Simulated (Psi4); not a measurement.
Psi4 input (wB97X-D/6-31G*):

```
memory 1500 MB

molecule {
0 2
N     0.65344700    1.98905200   -0.47364600
Si    0.96989100    0.35039300   -0.89829500
Si   -0.21275900   -0.90175000    0.75931700
N    -1.92263100   -0.68297900    0.77340000
H    -0.20111600    2.37937000   -0.87334000
H     2.42023900    0.06815400   -0.76896700
H     0.50688900   -0.09778800   -2.24408700
H     0.32155200   -0.52163100    2.08625200
H     0.05705800   -2.33566100    0.48183700
H    -2.32358000    0.17767700    1.11183700
H    -2.49661100   -1.09363000    0.05388500
symmetry c1
no_reorient
no_com
}

set {
  basis 6-31G*
  reference uks
  scf_type pk
  dft_radial_points 99
  dft_spherical_points 590
  e_convergence 1e-8
  d_convergence 1e-7
  maxiter 150
}

e = energy('wb97x-d')
print_out(f'\nFINAL {e:.10f} DIPOLE {variable("CURRENT DIPOLE")[0]:.6f} {variable("CURRENT DIPOLE")[1]:.6f} {variable("CURRENT DIPOLE")[2]:.6f}\n')
```

Output:

```
   => Loading Basis Set <=

    Name: 6-31G*
    Role: ORBITAL
    Keyword: BASIS
    atoms 1, 4 entry N          line   128 file 6-31gs.gbs
    atoms 2-3  entry SI         line   268 file 6-31gs.gbs
    atoms 5-11 entry H          line    44 file 6-31gs.gbs

   => WB97X-D: Empirical Dispersion <=

    Chai and Head-Gordon Dispersion Correction
    Chai, J.-D.; Head-Gordon, M. (2010), J. Chem. Phys., 132: 6615-6620

        s6 =       1.000000

         ---------------------------------------------------------
                                   SCF
               by Justin Turney, Rob Parrish, Andy Simmonett
                          and Daniel G. A. Smith
                              UKS Reference
         ---------------------------------------------------------

  ==> Geometry <==

    Molecular point group: c1
    Full point group: C1

    Geometry (in Angstrom), charge = 0, multiplicity = 2:

       Center              X                  Y                   Z               Mass
    ------------   -----------------  -----------------  -----------------  -----------------
         N            0.653447000000     1.989052000000    -0.473646000000    14.003074004430
         SI           0.969891000000     0.350393000000    -0.898295000000    27.976926534650
         SI          -0.212759000000    -0.901750000000     0.759317000000    27.976926534650
         N           -1.922631000000    -0.682979000000     0.773400000000    14.003074004430
         H           -0.201116000000     2.379370000000    -0.873340000000     1.007825032230
         H            2.420239000000     0.068154000000    -0.768967000000     1.007825032230
         H            0.506889000000    -0.097788000000    -2.244087000000     1.007825032230
         H            0.321552000000    -0.521631000000     2.086252000000     1.007825032230
         H            0.057058000000    -2.335661000000     0.481837000000     1.007825032230
         H           -2.323580000000     0.177677000000     1.111837000000     1.007825032230
         H           -2.496611000000    -1.093630000000     0.053885000000     1.007825032230

  Running in c1 symmetry.

  Rotational constants: A =      0.25416  B =      0.07751  C =      0.06752 [cm^-1]
  Rotational constants: A =   7619.63760  B =   2323.58312  C =   2024.34055 [MHz]
  Nuclear repulsion =  211.642432703847959

  Charge       = 0
  Multiplicity = 2
  Electrons    = 49
  Nalpha       = 25
  Nbeta        = 24

  ==> Algorithm <==

  SCF Algorithm Type is PK.
  DIIS enabled.
  MOM disabled.
  Fractional occupation disabled.
  Guess Type is SAD.
  Energy threshold   = 1.00e-08
  Density threshold  = 1.00e-07
  Integral threshold = 1.00e-12

  ==> Primary Basis <==

  Basis Set: 6-31G*
    Blend: 6-31G*
    Number of shells: 42
    Number of basis functions: 82
    Number of Cartesian functions: 82
    Spherical Harmonics?: false
    Max angular momentum: 2

  ==> DFT Potential <==

   => LibXC <=

    Version 7.1.2
    S. Lehtola, C. Steigemann, M. J. T. Oliveira, and M. A. L. Marques,  SoftwareX 7, 1–5 (2018) (10.1016/j.softx.2017.11.002)

   => Composite Functional: WB97X-D <=

    wB97X-D Hyb-GGA Exchange-Correlation Functional

    J.-D. Chai and M. Head-Gordon,  Phys. Chem. Chem. Phys. 10, 6615–6620 (2008) (10.1039/B810189B)

    Deriv               =              1
    GGA                 =           TRUE
    Meta                =          FALSE

    Exchange Hybrid     =           TRUE
    MP2 Hybrid          =          FALSE

   => Exchange-Correlation Functionals <=

    1.0000   wB97X-D range-separated functional

   => Exact (HF) Exchange <=

    0.7780            HF,LR [omega = 0.2000]
    0.2220               HF

   => LibXC Density Thresholds  <==

    XC_HYB_GGA_XC_WB97X_D:  1.00E-14

   => Molecular Quadrature <=

    Radial Scheme          =       TREUTLER
    Pruning Scheme         =           NONE
    Nuclear Scheme         =       TREUTLER

    Blocking Scheme        =         OCTREE
    BS radius alpha        =              1
    Pruning alpha          =              1
    Radial Points          =             99
    Spherical Points       =            590
    Total Points           =         607756
    Total Blocks           =           4327
    Max Points             =            256
    Max Functions          =             80
    Weights Tolerance      =       1.00E-15

  ==> Integral Setup <==

  Using in-core PK algorithm.
   Calculation information:
      Number of atoms:                  11
      Number of AO shells:              42
      Number of primitives:            112
      Number of atomic orbitals:        82
      Number of basis functions:        82

      Integral cutoff                 1.00e-12
      Number of threads:                 1

  Performing in-core PK
  Using 17375718 doubles for integral storage.
  We computed 357277 shell quartets total.
  Whereas there are 408156 unique shell quartets.

  Computing range-separated integrals for PK
  We computed 357277 wK shell quartets total.
  Whereas there are 408156 wK unique shell quartets.

  ==> DiskJK: Disk-Based J/K Matrices <==

    J tasked:                  Yes
    K tasked:                  Yes
    wK tasked:                 Yes
    Omega:               2.000E-01
    Schwarz Cutoff:          1E-12


  Cached 50.0% of DFT collocation blocks in 0.541 [GiB].

  Minimum eigenvalue in the overlap matrix is 5.0930723082E-03.
  Reciprocal condition number of the overlap matrix is 8.2770475115E-04.
    Using symmetric orthogonalization.

  ==> Pre-Iterations <==

  SCF Guess: Superposition of Atomic Densities via on-the-fly atomic UHF (no occupation information).

   -------------------------
    Irrep   Nso     Nmo
   -------------------------
     A         82      82
   -------------------------
    Total      82      82
   -------------------------

  ==> Iterations <==

                        Total Energy        Delta E     RMS |[F,P]|

   @UKS iter SAD:  -691.61711915000819   -6.91617e+02   0.00000e+00
   @UKS iter   1:  -692.20145578014399   -5.84337e-01   1.04631e-02 ADIIS/DIIS
   @UKS iter   2:  -691.94222872287833    2.59227e-01   1.33698e-02 ADIIS/DIIS
   @UKS iter   3:  -692.55761829136225   -6.15390e-01   1.36130e-03 ADIIS/DIIS
   @UKS iter   4:  -692.56651578038543   -8.89749e-03   1.15939e-03 ADIIS/DIIS
   @UKS iter   5:  -692.57233935857482   -5.82358e-03   3.66090e-04 ADIIS/DIIS
   @UKS iter   6:  -692.57440939740934   -2.07004e-03   2.04315e-04 ADIIS/DIIS
   @UKS iter   7:  -692.57551916082411   -1.10976e-03   5.72377e-05 DIIS
   @UKS iter   8:  -692.57559513342107   -7.59726e-05   2.27546e-05 DIIS
   @UKS iter   9:  -692.57560989801414   -1.47646e-05   1.07243e-05 DIIS
   @UKS iter  10:  -692.57561306992261   -3.17191e-06   5.29884e-06 DIIS
   @UKS iter  11:  -692.57561424520634   -1.17528e-06   3.66577e-06 DIIS
   @UKS iter  12:  -692.57561529653697   -1.05133e-06   2.04846e-06 DIIS
   @UKS iter  13:  -692.57561563831200   -3.41775e-07   8.46860e-07 DIIS
   @UKS iter  14:  -692.57561568211588   -4.38039e-08   2.51411e-07 DIIS
   @UKS iter  15:  -692.57561568388110   -1.76522e-09   8.30567e-08 DIIS
  Energy and wave function converged.

  ==> Post-Iterations <==

   Electrons on quadrature grid:
      Nalpha   =   25.0000003135 ; deviation = 3.135e-07
      Nbeta    =   24.0000001827 ; deviation = 1.827e-07
      Ntotal   =   49.0000004962 ; deviation = 4.962e-07

   @Spin Contamination Metric:   7.404075907E-03
   @S^2 Expected:                7.500000000E-01
   @S^2 Observed:                7.574040759E-01
   @S   Expected:                5.000000000E-01
   @S   Observed:                5.000000000E-01

    Orbital Energies [Eh]
    ---------------------

    Alpha Occupied:

       1A    -66.288148     2A    -66.269228     3A    -14.457444
       4A    -14.441590     5A     -5.403313     6A     -5.387879
       7A     -3.748058     8A     -3.747720     9A     -3.747268
      10A     -3.732462    11A     -3.731845    12A     -3.731504
      13A     -0.953784    14A     -0.927720    15A     -0.652111
      16A     -0.599717    17A     -0.586846    18A     -0.507337
      19A     -0.483103    20A     -0.441259    21A     -0.431721
      22A     -0.419414    23A     -0.374019    24A     -0.363877
      25A     -0.305270

    Alpha Virtual:

      26A      0.071770    27A      0.098165    28A      0.129453
      29A      0.166642    30A      0.183772    31A      0.189740
      32A      0.200242    33A      0.215960    34A      0.230205
      35A      0.238457    36A      0.264506    37A      0.327990
      38A      0.336845    39A      0.345027    40A      0.379930
      41A      0.431344    42A      0.445879    43A      0.506467
      44A      0.582670    45A      0.620347    46A      0.674973
      47A      0.719164    48A      0.749980    49A      0.766436
      50A      0.775620    51A      0.793141    52A      0.811323
      53A      0.853043    54A      0.895209    55A      0.925083
      56A      0.970384    57A      0.989453    58A      1.011639
      59A      1.031561    60A      1.046152    61A      1.110445
      62A      1.117398    63A      1.154154    64A      1.202015
      65A      1.260718    66A      1.275820    67A      1.284725
      68A      1.319872    69A      1.774286    70A      1.797587
      71A      1.890381    72A      1.902966    73A      1.939526
      74A      2.229837    75A      2.324254    76A      2.436628
      77A      2.485589    78A      2.496701    79A      2.988740
      80A      3.075978    81A      3.715147    82A      3.800383

    Beta Occupied:

       1A    -66.287634     2A    -66.269503     3A    -14.443262
       4A    -14.441336     5A     -5.402749     6A     -5.388148
       7A     -3.747620     8A     -3.746981     9A     -3.746291
      10A     -3.732757    11A     -3.732155    12A     -3.731872
      13A     -0.952974    14A     -0.878810    15A     -0.646021
      16A     -0.594991    17A     -0.586518    18A     -0.493498
      19A     -0.480782    20A     -0.429104    21A     -0.425486
      22A     -0.401360    23A     -0.344679    24A     -0.319376

    Beta Virtual:

      25A     -0.042296    26A      0.074568    27A      0.100905
      28A      0.136544    29A      0.173809    30A      0.187570
      31A      0.195835    32A      0.204246    33A      0.218231
      34A      0.233431    35A      0.240966    36A      0.265014
      37A      0.328972    38A      0.338615    39A      0.346646
      40A      0.383808    41A      0.434947    42A      0.450820
      43A      0.510101    44A      0.589206    45A      0.624007
      46A      0.678615    47A      0.722259    48A      0.751305
      49A      0.773647    50A      0.783869    51A      0.795065
      52A      0.816070    53A      0.859284    54A      0.926275
      55A      0.941405    56A      0.975072    57A      0.991559
      58A      1.023863    59A      1.034426    60A      1.054512
      61A      1.113281    62A      1.125416    63A      1.164340
      64A      1.205010    65A      1.264073    66A      1.279268
      67A      1.288258    68A      1.328512    69A      1.798543
      70A      1.834996    71A      1.902153    72A      1.926641
      73A      1.996947    74A      2.230780    75A      2.367687
      76A      2.437708    77A      2.495842    78A      2.504645
      79A      2.990003    80A      3.076702    81A      3.748797
      82A      3.806989

    Final Occupation by Irrep:
              A
    DOCC [    24 ]
    SOCC [     1 ]
    NA   [    25 ]
    NB   [    24 ]

  @UKS Final Energy:  -692.57561568388110

   => Energetics <=

    Nuclear Repulsion Energy =            211.6424327038479589
    One-Electron Energy =               -1377.0429917425326494
    Two-Electron Energy =                 514.3877987168112895
    DFT Exchange-Correlation Energy =     -41.5588669310699785
    Empirical Dispersion Energy =          -0.0039884309378641
    VV10 Nonlocal Energy =                  0.0000000000000000
    Total Energy =                       -692.5756156838810966

  UHF NO Occupations:
  HONO-2 :   23  A 1.9992915
  HONO-1 :   24  A 1.9976626
  HONO-0 :   25  A 1.0000000
  LUNO+0 :   26  A 0.0023374
  LUNO+1 :   27  A 0.0007085
  LUNO+2 :   28  A 0.0003557
  LUNO+3 :   29  A 0.0002501

Computation Completed

Properties will be evaluated at   0.000000,   0.000000,   0.000000 [a0]

Properties computed using the SCF density matrix

 Multipole Moments:

 ------------------------------------------------------------------------------------
     Multipole            Electronic (a.u.)      Nuclear  (a.u.)        Total (a.u.)
 ------------------------------------------------------------------------------------

 L = 1.  Multiply by 2.5417464519 to convert [e a0] to [Debye]
 Dipole X            :         -0.9786588           -0.0000170           -0.9786758
 Dipole Y            :         -0.1737435            0.0000076           -0.1737360
 Dipole Z            :         -0.4242370            0.0000057           -0.4242313
 Magnitude           :                                                    1.0807233

 ------------------------------------------------------------------------------------

FINAL -692.5756156839 DIPOLE -0.978676 -0.173736 -0.424231

*** Psi4 exiting successfully. Buy a developer a beer!
```

The geometry given is a B3LYP-D3(BJ)/def2-TZVP minimum.
